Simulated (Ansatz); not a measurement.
Job for Ansatz (a program for electronic structure): R-wB97M-V/def2-TZVPP on CH5B (SMILES BC), a point of a torsion scan.

Ansatz 0.2 input:
```yaml
crystal:
  periodic: [false, false, false]
  atoms:
    - {symbol: B, position_ang: [0.89578196, 0.07199672, 0.01631630]}
    - {symbol: C, position_ang: [-0.66291456, -0.06345372, 0.03336812]}
    - {symbol: H, position_ang: [1.57846265, -0.87354336, -0.07570411]}
    - {symbol: H, position_ang: [1.38793573, 1.13277622, 0.06067271]}
    - {symbol: H, position_ang: [-1.02981813, -1.05238752, 0.29610563]}
    - {symbol: H, position_ang: [-1.01761353, 0.14295632, -0.97902975]}
    - {symbol: H, position_ang: [-1.15345117, 0.66870228, 0.67144893]}
basis:
  gaussian:
    orbitals: def2-TZVPP
hamiltonian:
  xc: {name: wB97M-V}
scf: {lower_state_search: off}
```

The log:

```
WARN ansatz: RAYON_NUM_THREADS=1 ignored (pool sized by the plan → 1); use --threads N
Functional definition: wB97M-V
these checks for a lower state are left out or cut short: stability, starts, cluster_reference, orbital_swaps, neighbouring_geometries, increment
integrals: 0.04 GiB planned
644 factors; their error is unknown
integrals: 0.07 GiB planned
190 factors; integrals over basis functions are off by at most 1.4e-5 eV
mean field: 0.48 GiB planned
mean field evaluation 1: about -1790.6508 eV, gradient 3.6e1 eV
mean field evaluation 2: about -1792.0754 eV, gradient 2.5e1 eV
mean field evaluation 4: about -1793.4884 eV, gradient 3.3e-1 eV
mean field evaluation 8: about -1793.4828 eV, gradient 3.5e-3 eV
mean field evaluation 16: about -1793.4828 eV, gradient 4.5e-6 eV
mean field -1793.48281002 eV, -65.9092776019 hartree, gradient 4.5e-6 eV, S^2 0.000000; 0 other end points of the search recorded, 0 dependent functions left out
reference -1793.48285500 eV, -65.9092792550 hartree; 8, 8 occupied and 124, 124 virtual orbitals, 644 factors
Total energy: -1793.48285500 eV, -65.9092792550 hartree
Checks for a lower state left out: stability, starts, cluster_reference, orbital_swaps, neighbouring_geometries, increment
```

The run converged.

Cost: very roughly 1.8 core-seconds.
